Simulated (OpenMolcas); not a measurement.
CH7NSn (SMILES C[NH][SnH3]): methods side by side

CH7NSn: 10 atoms, total charge 0, spin state singlet. SMILES: `C[NH][SnH3]`. The shape is that of a PBE0-D4/def2-TZVP optimisation.

```xyz
10

C    -0.8984    0.7580   -0.8792
N    -0.3430   -0.5329   -0.5165
Sn    0.8973   -0.6294    1.0851
H    -1.6642    0.6376   -1.6527
H    -1.3968    1.2011   -0.0117
H    -0.1682    1.4946   -1.2475
H     0.0373   -1.0040   -1.3262
H     1.4517   -2.2390    1.1699
H    -0.0526   -0.1955    2.4337
H     2.2202    0.4584    0.9480
```

Quantity: the energy change with the Sn3–H10 bond stretched from 1.718 to 3.780 Å, in eV. The values are calculated.

```json
{"level": "PBE/def2-SVP (core potential) (restricted)", "kind": "GGA", "program": "OpenMolcas", "value (eV)": "3.31", "less CCSD(T)/def2-SVP": "+0.32", "CPU time (all runs)": "1.9 min"}
{"level": "M06-L/def2-SVP (core potential) (restricted)", "kind": "meta-GGA", "program": "OpenMolcas", "value (eV)": "3.59", "less CCSD(T)/def2-SVP": "+0.60", "CPU time (all runs)": "1.8 min"}
{"level": "BHLYP/def2-SVP (core potential) (restricted)", "kind": "global hybrid", "program": "OpenMolcas", "value (eV)": "4.32", "less CCSD(T)/def2-SVP": "+1.33", "CPU time (all runs)": "66 s"}
{"level": "M06-2X/def2-SVP (core potential) (restricted)", "kind": "hybrid meta-GGA", "program": "OpenMolcas", "value (eV)": "4.20", "less CCSD(T)/def2-SVP": "+1.21", "CPU time (all runs)": "89 s"}
{"level": "PBE0/def2-SVP (core potential) (restricted)", "kind": "global hybrid", "program": "OpenMolcas", "value (eV)": "3.92", "less CCSD(T)/def2-SVP": "+0.93", "CPU time (all runs)": "92 s"}
{"level": "B2PLYP/def2-SVP (core potential) (restricted)", "kind": "double hybrid", "program": "OpenMolcas", "value (eV)": "3.78", "less CCSD(T)/def2-SVP": "+0.79", "CPU time (all runs)": "56 s"}
{"level": "MP2/def2-SVP (core potential) (restricted)", "kind": "perturbation theory", "program": "OpenMolcas", "value (eV)": "4.16", "less CCSD(T)/def2-SVP": "+1.17", "CPU time (all runs)": "13 s"}
{"level": "CCSD(T)/def2-SVP (core potential) (restricted)", "kind": "coupled cluster or CI", "program": "OpenMolcas", "value (eV)": "2.99", "less CCSD(T)/def2-SVP": "0.00", "CPU time (all runs)": "3.9 min"}
```

Differences are taken from CCSD(T)/def2-SVP (core potential) (restricted) for orientation; it has basis-set and higher-order errors of its own. At this stretch a single reference begins to fail. The first shape isn't each level's own minimum. The values span 2.99 to 4.32 eV. In the correlated wave-function rows the outer d shell of Sn is correlated, in sets not made for it. CPU times are rough (shared hosts, several kinds of processor): they show what a rung costs within a factor of a few.
